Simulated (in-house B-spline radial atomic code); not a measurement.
Checks on a self-consistent run for Nd8+, [Kr] 4d10 4f2 5s1 5p3. Computed with a radial B-spline atomic code at the basis-set limit: Dirac-Hartree-Fock, average of configuration, Fermi nucleus of rms radius 4.9123 fm.

| orbital | q | ε (Eh) | <1/r> | <r²> | small-component weight |
| --- | --- | --- | --- | --- | --- |
| 1s1/2 | 2 | -1615.01230 | 66.0446 | 0.000759699 | 0.049538 |
| 2s1/2 | 2 | -269.15220 | 15.6525 | 0.011954 | 0.010847 |
| 2p1/2 | 2 | -254.22488 | 15.5923 | 0.00877202 | 0.010844 |
| 2p3/2 | 4 | -235.05548 | 14.0245 | 0.0100169 | 0.010153 |
| 3s1/2 | 2 | -63.76464 | 5.68902 | 0.0802923 | 0.003385 |
| 3p1/2 | 2 | -57.36971 | 5.59148 | 0.0755636 | 0.0033139 |
| 3p3/2 | 4 | -53.45715 | 5.20234 | 0.0827399 | 0.0031282 |
| 3d3/2 | 4 | -42.46455 | 5.05805 | 0.0671685 | 0.0029896 |
| 3d5/2 | 6 | -41.63099 | 4.95951 | 0.0691951 | 0.0029345 |
| 4s1/2 | 2 | -17.02339 | 2.34986 | 0.41122 | 0.0010368 |
| 4p1/2 | 2 | -14.51992 | 2.24749 | 0.43597 | 0.00097044 |
| 4p3/2 | 4 | -13.64989 | 2.12763 | 0.471801 | 0.00091581 |
| 4d3/2 | 4 | -9.44686 | 1.91918 | 0.543569 | 0.00077085 |
| 4d5/2 | 6 | -9.28891 | 1.88785 | 0.557803 | 0.0007543 |
| 4f5/2 | 0.85714 | -4.74745 | 1.49972 | 0.802488 | 0.00049594 |
| 4f7/2 | 1.1429 | -4.72961 | 1.49036 | 0.811215 | 0.00049114 |
| 5s1/2 | 1 | -5.60008 | 1.00283 | 1.96858 | 0.00027872 |
| 5p1/2 | 1 | -4.75333 | 0.92647 | 2.27001 | 0.00024525 |
| 5p3/2 | 2 | -4.58184 | 0.887682 | 2.42717 | 0.00023166 |

Electron-electron repulsion V_ee = 3275.5999 hartree.

**Question.** What total energy follows from the eigenvalues?

**Answer.** The eigenvalues count the repulsion twice, so E = Σqε - V_ee = -6332.941 - 3275.600 = -9608.541 hartree; the run printed -9608.541.

**Question.** Does the Dirac virial theorem hold?

**Answer.** For a point nucleus E = -2c²Σq·w, with w the small-component weight. Here Σq·w = 0.25581 and c = 137.0360, so the ratio E/(-2c²Σq·w) is 1.000098; the finite nucleus accounts for the departure from 1.

**Question.** What diamagnetic shielding (Lamb formula) and susceptibility (Langevin formula) do the radii give?

**Answer.** σ = (α²/3)Σq<1/r> = 387.439/(3·137.036²) = 6877.2 ppm, and χ = -0.79199×10⁻⁶·Σq<r²> = -16.81×10⁻⁶ cm³/mol with Σq<r²> = 21.22 bohr². Both are non-relativistic formulas without the paramagnetism of open shells; for so heavy an element the full relativistic shielding is larger by tens of per cent.
